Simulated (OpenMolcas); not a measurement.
Ta III.

```json
{
  "Program": "OpenMolcas 26.06",
  "Method": "RASSCF",
  "Basis": "ANO-RCC-VTZP [8s7p5d3f2g1h]",
  "Scalar Hamiltonian": "DKH2, point nucleus",
  "Active space": "9 electrons in 8 orbitals (RAS1 5p, at most 2 holes; RAS2 5d)",
  "State averaging": "2S+1 = 4 even, 10 roots; 2S+1 = 2 even, 40 roots",
  "Spin-orbit coupling": "state interaction with AMFI integrals over the reference wave functions, term energies averaged over their components"
}
```

Levels without dynamic correlation, in cm-1 above 5d3 4F 3/2:

```csv
Level,E
5d3 4P 5/2,15791
5d3 2G 7/2,15005
5d3 2H 11/2,21510
5d3 2D 5/2(1),22103
5d3 2F 7/2,29424
5d3 2D 5/2(2),42989
```

On this reference, MS-RASPT2, IPEA 0.25 Eh, imaginary shift 0.1 Eh (closed shells correlated: 5s) puts 5d3 4P 5/2 at 14820 cm-1.

Estimate the other levels at that method by one scale factor, and say how well it serves.

The factor is 14820 / 15791 = 0.939. Scaled values beside those that MS-RASPT2 gives:
| Level | Scaled | MS-RASPT2 | Miss (%) |
| --- | --- | --- | --- |
| 5d3 2G 7/2 | 14090 | 12960 | +8.7 |
| 5d3 2H 11/2 | 20198 | 19240 | +5.0 |
| 5d3 2D 5/2(1) | 20755 | 19620 | +5.8 |
| 5d3 2F 7/2 | 27629 | 25230 | +9.5 |
| 5d3 2D 5/2(2) | 40367 | 37630 | +7.3 |
For these levels the scaled values miss MS-RASPT2 by up to 9.5 %, as correlation changes each term by its own factor, spin-orbit parts do not scale and CASPT2 has its own spread within terms. This holds within one configuration; levels of others move differently, and the target method has errors of its own against measurement.

Term energies are means over components that CASPT2 splits; among the terms shown or strongly mixed into the levels shown the widest spread is 960 cm-1 (5d3 4F, MS-RASPT2). Active for correlation alone: 5p; no level in the range computed is led by a configuration that opens it, so any true level of that kind is missing. Without dynamic correlation excited terms often stand tens of per cent too high (terms of higher spin than the ground term too low), and those without a measured partner can miss by more than the paired ones (holds for RASSCF). The CASPT2 spread within a term exceeds the gap to the next term for 5d3 2G and 5d3 4P, so the order of their levels is uncertain (holds for MS-RASPT2). Only configurations of the active space appear.

A number in round brackets counts repeated terms of one configuration in the order of the reference energies.
